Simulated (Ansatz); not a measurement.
Cost and result up the ladder for the cluster Cu3O2 (5 atoms). The state is a doublet with charge 0. Geometry: B3LYP-D4/def2-SVP.

Cartesian coordinates in Å:
```
Cu -1.542 -1.693 0.860
Cu 1.368 1.669 1.152
Cu 0.053 0.007 -0.613
O 1.208 1.337 -0.584
O -1.087 -1.320 -0.815
```

Ansatz on 4 threads of AMD EPYC 9R45 on a shared host. Times are rough, and most runs start from the orbitals of an earlier one. PBE0-D4/def2-TZVP serves as the yardstick here, not as an exact answer. Differences are given only for rows in sets of like size (and for xTB, whose basis is part of the method), since another set adds its own error. Binding counts from free atoms at the same level (Cu doublet, O triplet; other spins of the atoms weren't run), without zero-point energy or a counterpoise term.

B3LYP takes the VWN-RPA correlation. HSE06 is defined as in plane-wave codes, on full-range PBE exchange. Correlated methods freeze 29 core orbitals. The rows differ in basis, and correlated rows in double-zeta sets carry the largest basis error. In CCSD on the charge 0 doublet the largest single amplitude is 0.20, so its Hartree–Fock determinant may place the open shell otherwise than the density functionals do. No other spin state of charge 0 was run. Another isomer (doublet) lies 0.06 eV lower at PBE0-D4/def2-TZVP; other spin states weren't run for this one.

Run but left out: MP2/def2-TZVP (a determinant that CCSD turns far, T1 0.053).

Correlated methods converge slowly with the basis, most of all in double-zeta sets.

```tsv
level	functions	wall time	binding energy per atom (eV)	difference from PBE0-D4/def2-TZVP (eV)	remarks
PBE-D4/def2-SVP	121	1.1 s	2.84	–	–
PBE0-D4/def2-SVP	121	1.9 s	2.30	–	–
PBE-D4/def2-TZVP (with forces)	197	1.9 s	2.55	0.43	–
B3LYP-D4/def2-TZVP	197	3 s	2.15	0.03	–
HSE06-D4/def2-TZVP	197	3.5 s	2.13	0.00	–
r2SCAN-D4/def2-TZVP	197	4 s	2.46	0.34	–
PBE0-D4/def2-TZVP	197	4.5 s	2.12	0.00	–
PBE-QIDH/def2-TZVP	197	12 s	1.96	-0.16	–
CCSD(T)/def2-SVP	121	23 s	1.87	–	large T1 (0.053)
```
